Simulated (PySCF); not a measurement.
# Fluorine: a sound run and one with changed settings

Sound run: F⁺ [He] 2s2 2p4, F²⁺ [He] 2s2 2p3. All numbers are calculated (PySCF 2.14, the non-relativistic Hamiltonian (point nucleus), in aug-cc-pVDZ (4s3p2d, 23 functions)). In the sound run the correlated levels freeze 1s2. The sound run starts from symmetry-adapted Hartree-Fock orbitals and uses a fine grid where one is needed.

A second run was set up differently.

```json
{"species": "F⁺", "method": "UHF", "sound run (hartree)": "-98.80167", "changed run (hartree)": "-97.52349", "converged": "yes"}
{"species": "F⁺", "method": "PBE0", "sound run (hartree)": "-99.00293", "changed run (hartree)": "-97.69005", "converged": "yes"}
{"species": "F⁺", "method": "MN15", "sound run (hartree)": "-99.00805", "changed run (hartree)": "-97.33201", "converged": "yes"}
{"species": "F⁺", "method": "MP2", "sound run (hartree)": "-98.90483", "changed run (hartree)": "-97.52349", "converged": "yes"}
{"species": "F²⁺", "method": "UHF", "sound run (hartree)": "-97.57598", "changed run (hartree)": "-96.22428", "converged": "yes"}
{"species": "F²⁺", "method": "PBE0", "sound run (hartree)": "-97.70734", "changed run (hartree)": "-96.33072", "converged": "yes"}
{"species": "F²⁺", "method": "MN15", "sound run (hartree)": "-97.70718", "changed run (hartree)": "-95.98031", "converged": "yes"}
{"species": "F²⁺", "method": "MP2", "sound run (hartree)": "-97.64639", "changed run (hartree)": "-96.22428", "converged": "yes"}
```

Ionisation energy of F⁺:

```tsv
method	sound run (eV)	changed run (eV)
UHF	33.353	35.353
PBE0	35.255	36.989
MN15	35.398	36.782
MP2	34.244	35.353
SCS-MP2	34.249	35.353
```

(1) What was changed?
A. all electrons correlated in a valence basis
B. a valence shell is frozen
C. minimal basis
D. angular grid far too coarse

Results:

(1) C. It used basis STO-3G. A minimal basis cannot let orbitals breathe on ionisation and holds almost no correlation.
